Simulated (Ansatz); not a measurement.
Born–Oppenheimer molecular dynamics of CH10FNOSi (15 atoms, charge 0, multiplicity 1). It starts from a rough guess of a transition structure, not a stationary point.

Method: Ansatz 0.2.0, UKS PBE-D4/6-31G*.

- ensemble: NVE (velocity Verlet)
- time step: 0.5 fs
- steps asked: 150
- starting velocities drawn for: 300 K
- seed: 448478

First frame:

```xyz
15
Properties=species:S:1:pos:R:3
Si -0.934 0.009 -0.306
N 0.575 -1.479 -0.217
H -1.530 -0.763 -1.443
H -1.999 -0.064 0.684
C -0.327 1.573 -1.201
H 0.483 -0.318 2.034
O 0.040 0.683 1.391
H 0.882 -1.641 1.071
F 0.999 -1.385 2.245
H 1.407 -1.206 -0.720
H 0.228 -2.343 -0.603
H 0.723 1.518 -1.476
H -0.460 2.455 -0.583
H -0.894 1.726 -2.112
H 0.805 1.233 1.235
```

Q: How far do the bonds stretch over the last three quarters of this one trajectory? (Pairs bonded in most of those frames.)

A: 
```tsv
bond	mean (Å)	spread (Å)	shortest	longest
Si1–N2	1.969	0.073	1.88	2.09
Si1–H3	1.559	0.031	1.51	1.61
Si1–H4	1.510	0.034	1.45	1.56
Si1–C5	1.932	0.053	1.86	2.02
Si1–O7	1.944	0.048	1.88	2.05
N2–H8	1.119	0.112	0.92	1.29
N2–H10	1.037	0.053	0.96	1.12
N2–H11	1.028	0.014	1.01	1.05
C5–H12	1.108	0.021	1.08	1.14
C5–H13	1.105	0.012	1.09	1.12
C5–H14	1.102	0.012	1.08	1.12
O7–H15	0.978	0.021	0.95	1.01
```

Mean temperature of the second half: 330 K. The conserved energy stayed within 0.45 meV per atom of its start (net change 0.22 meV per atom), so the integration is sound. A run of 0.075 ps of so small a system gives no equilibrium averages. The orbitals stay closed-shell, which can raise the energy where a bond breaks towards radicals; this wasn't checked here.

Run time: 16 min on 2 threads of Arm Neoverse N1, on a shared host, peak memory 0.19 GiB.
